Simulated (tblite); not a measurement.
Compound: C₈H₁₃P.
SMILES with atom numbers: `[CH2:1]=[CH:2][CH2:3][P@@:4]1(=[CH2:5])[CH:6]=[CH:7][CH2:8][CH2:9]1` (hydrogens: H10, H11 on C1; H12 on C2; H13, H14 on C3; H15, H16 on C5; H17 on C6; H18 on C7; H19, H20 on C8; H21, H22 on C9)

Geometry (GFN2-xTB, Å), atoms numbered from 1 in this order:
```xyz
22
C8H13P angstrom
C      2.1852    0.0450   -1.7986
C      1.6471    0.6220   -0.7386
C      1.5476   -0.0186    0.5994
P     -0.1885   -0.3979    1.1063
C     -0.1406   -0.9613    2.7109
C     -1.1075    1.1466    0.9788
C     -1.7416    1.2923   -0.1767
C     -1.6174    0.1909   -1.1874
C     -0.9890   -1.0196   -0.4995
H      2.2366    0.5372   -2.7552
H      2.6065   -0.9465   -1.7502
H      1.2347    1.6208   -0.8097
H      1.9245    0.6396    1.3883
H      2.1034   -0.9595    0.6360
H     -1.1448   -1.1556    3.0852
H      0.4928   -1.8418    2.8055
H     -1.1091    1.8533    1.7930
H     -2.3284    2.1616   -0.4384
H     -0.9897    0.5401   -2.0122
H     -2.5976   -0.0504   -1.6061
H     -0.2734   -1.5448   -1.1325
H     -1.7613   -1.7342   -0.1991
```

Level: GFN2-xTB in tblite, geometry and Hessian alike; calculated harmonic values, unscaled, isolated species. Errors from tens to a few hundred cm⁻¹ against measured bands are possible. One conformer, not necessarily the lowest.

Harmonic wavenumbers (cm⁻¹): 53.5, 77.0, 114.9, 150.9, 179.0, 220.4, 242.4, 265.3, 345.7, 366.1, 402.7, 451.7, 584.6, 609.0, 663.4, 713.5, 727.3, 746.5, 760.3, 783.5, 813.9, 885.9, 895.2, 915.5, 934.3, 947.2, 952.5, 1002.0, 1018.8, 1038.0, 1041.5, 1095.5, 1108.2, 1152.2, 1159.9, 1179.7, 1221.6, 1266.2, 1287.4, 1296.9, 1394.3, 1401.4, 1425.7, 1433.5, 1465.5, 1653.2, 1705.0, 2931.2, 2936.1, 2945.4, 2949.4, 2955.1, 2967.3, 2971.0, 2981.7, 3050.1, 3063.6, 3089.9, 3095.2, 3122.5.

A = 1705, B = 1366, C = 980.7 MHz; mass 140.075 u (most abundant isotopes); point group C1, symmetry number 1.

Question: What is the zero-point energy?

Answer: ½Σν̃ = 39604 cm⁻¹ = 113.23 kcal/mol.

Question: Give the ideal-gas entropy at 200 K and 1 bar in the rigid-rotor, harmonic-oscillator model (classical rotation).

Answer: Translation 38.77, rotation 28.14, vibration 19.30: S = 86.2 cal/(mol K).

Question: And Cp and H(200 K) − H(0)?

Answer: Cp = 30.43 cal/(mol K), of which vibrations give 22.48 (their classical limit is 60 R = 119.2); H(200 K) − H(0) = 3.77 kcal/mol without the zero-point energy, 2.18 from vibrations.

Question: What must be added to the electronic energy to get the Gibbs energy at 200 K and 1 bar?

Answer: ZPE + [H(200 K) − H(0)] − T·S = 113.23 + 3.77 − 17.24 = 99.76 kcal/mol.

Question: Which modes carry the vibrational entropy at 200 K?

Answer: 53.5 cm⁻¹: 3.90; 77.0 cm⁻¹: 3.19; 114.9 cm⁻¹: 2.42; 150.9 cm⁻¹: 1.92; 179.0 cm⁻¹: 1.62; 220.4 cm⁻¹: 1.27 cal/(mol K); the other 54 give 4.99 together.

Hindered rotation and anharmonicity are outside this model. Other conformers, if any are populated, would add a mixing term that is left out. The structure is chiral; the term R ln 2 for an equal mix with its mirror image is left out.
